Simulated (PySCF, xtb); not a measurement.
B(H)(OEt)(NH2) (C2H8BNO), SMILES B(OCC)N.

GFN2-xTB in xtb at its own geometry gives an orbital gap of 6.78 eV and a dipole moment of 0.43 D.

Geometry optimised at B3LYP-D3(BJ)/def2-SVP. The structure was generated by enumeration, and PubChem lists no compound with its InChIKey, so it may never have been made. Other conformers were not sampled.

**Question.** What does CAM-B3LYP/def2-TZVP run with PySCF give? (An estimate is asked for; the answer gives what the named calculation found.)

**Answer.** gap 10.89 eV (levels -8.87 and 2.02 eV), dipole 0.35 D.
